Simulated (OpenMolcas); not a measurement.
Re4+ (d3) in a complex was computed by CASSCF with the d shell active (OpenMolcas, ANO-RCC-VTZP on the metal). Its lowest spin-free states, and all those of the highest spin:

```json
{"2S+1": "4", "Degeneracy": "1", "E (cm-1)": "0.0"}
{"2S+1": "2", "Degeneracy": "2", "E (cm-1)": "14527"}
{"2S+1": "2", "Degeneracy": "1", "E (cm-1)": "14798"}
{"2S+1": "2", "Degeneracy": "2", "E (cm-1)": "14843"}
{"2S+1": "2", "Degeneracy": "2", "E (cm-1)": "23594"}
{"2S+1": "2", "Degeneracy": "1", "E (cm-1)": "23651"}
{"2S+1": "4", "Degeneracy": "1", "E (cm-1)": "53042"}
{"2S+1": "4", "Degeneracy": "2", "E (cm-1)": "53261"}
{"2S+1": "4", "Degeneracy": "1", "E (cm-1)": "60342"}
{"2S+1": "4", "Degeneracy": "2", "E (cm-1)": "60566"}
{"2S+1": "2", "Degeneracy": "1", "E (cm-1)": "64057"}
{"2S+1": "2", "Degeneracy": "1", "E (cm-1)": "64589"}
{"2S+1": "4", "Degeneracy": "1", "E (cm-1)": "108323"}
{"2S+1": "4", "Degeneracy": "2", "E (cm-1)": "108793"}
```

Task: Is the site octahedral, tetrahedral or cube-like, axial, or of lower symmetry?

Result: The states with 2S+1 = 4 have orbital degeneracies 1, 1, 2, 1, 2, 1, 2. There are pairs but no triples, so the site is axial: not cubic, but with a proper or improper axis of order three or more. The run had Re4+ with 6 ligands (ammonia) in octahedral coordination (S6) at 2.05 Å. Ligand basis ANO-RCC-VDZP.

Without dynamic correlation the repulsion within the d shell is too large (B by tens of per cent), so at a given field states of lower spin stand too high. The least metal-like active orbital is 68 % on the metal (Löwdin) and no ligand orbital is active, so the numbers are rough. With metal d orbitals alone the field can be off either way by tens of per cent. Ligand-to-metal charge-transfer states are missing. With no ligand orbital active B as a rule stays too high, so bands that hang on it stand too high and its fall with covalency is understated. No measured value stands beside these numbers; the geometry is a model, was not optimised and need not be the one that this ion takes.
